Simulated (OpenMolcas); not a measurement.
Fe4+: moving or changing the point charges

Fe4+ among 3 point charges of -2 e arranged as a planar triangle (D3h), 2.04 Å from the ion.

* Program: OpenMolcas 26.06
* Method: CASSCF
* Basis: ANO-RCC-VDZP [5s4p2d1f]
* Scalar Hamiltonian: DKH2, point nucleus
* Active space: 4 electrons in 5 orbitals (3d)
* State averaging: 2S+1 = 5 even, 5 roots; 2S+1 = 3 even, 45 roots; 2S+1 = 1 even, 50 roots
* Spin-orbit coupling: RASSI with atomic mean-field integrals over the reference wave functions

Runs around this geometry, states (labels of D3, the rotations of D3h). Energies in cm-1 above the lowest state or level, χT in cm3 K/mol.

```
R (Å)  q (e)  Ground state  First state of that spin  First gap with spin-orbit (degeneracies)  χT at 300 K  First state of another spin
 2.04     -1            5E                   5E 2518                                1.7 (1, 1)        1.587                     3E 27525
 1.94     -2            5E                   5E 5844                                0.4 (1, 1)        1.625                     3E 28101
 2.04     -2            5E                   5E 5010                                0.5 (1, 1)        1.620                     3E 28016
 2.19     -2            5E                   5E 4033                                0.7 (1, 1)        1.613                     3E 27872
```

Taking the first state of the same spin as R^-n, n = -ln(4033 / 5844) / ln(2.19 / 1.94) = 3.1 between the shortest and longest distance.

Scaling the charges by -1 / -2 = 0.50 scales the first state of the same spin by 2518 / 5010 = 0.50; with fixed orbitals a first-order splitting would follow the charge.

An orbital doublet at a regular site is open to a Jahn-Teller distortion, which this geometry leaves out. Without dynamic correlation the repulsion within the d shell is too large (B by tens of per cent), so at a given field states of lower spin stand too high. Point charges give a weaker field than real ligands, and real ions of this kind are often low spin; the high spin found here belongs to the model. The ground term spreads over less than 5000 cm-1, several times less than with real ligands, so orbital moments are less quenched and χT lies further from the spin-only value than at real sites (holds for R = 2.04, q = -1; R = 2.19, q = -2). Point charges carry no covalency, so the field is a model and not that of real ligands. No measured value stands beside these numbers.
